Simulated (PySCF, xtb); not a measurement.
MoO2Cl2, SMILES [O]=[Mo](=[O])([Cl])[Cl], multiplicity 1.

GFN2-xTB (xtb 6.7.1) at its own geometry gives an orbital gap of 3.51 eV and a dipole moment of 4.00 D.

Coordinates come from a PBE-D3(BJ)/def2-SVP optimisation. The spin state was assumed, not searched. The isomer is the one that the SMILES or the coordinates give; other isomers of the formula were not compared. The def2 effective core potentials stand for the cores of Mo; spin–orbit coupling is left out.

Task: What does CAM-B3LYP/def2-TZVP in PySCF give? (Estimate from the structure and the level; the computed values follow.)

Result: gap 8.34 eV (levels -11.36 and -3.02 eV), dipole 1.29 D.
